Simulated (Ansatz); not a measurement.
Species: H₂ClGaO₂, SMILES `[OH][Ga]([OH])[Cl]` (H–O–Ga–Cl torsion 0°, Cl–Ga–O–H torsion 180°) (charge 0, multiplicity 1), formula H₂ClGaO₂.

Question: How many basis functions does frozen-core CCSD(T)/cc-pVTZ // r2SCAN-D4/def2-TZVP in Ansatz (a quantum-chemistry and plane-wave program) use, how many core orbitals are frozen, and how many electrons are correlated?

Answer: 165 basis functions and 16 frozen orbitals, which leaves 34 correlated electrons (filled d shells below the valence shell are correlated). Core time is of the order of minutes.
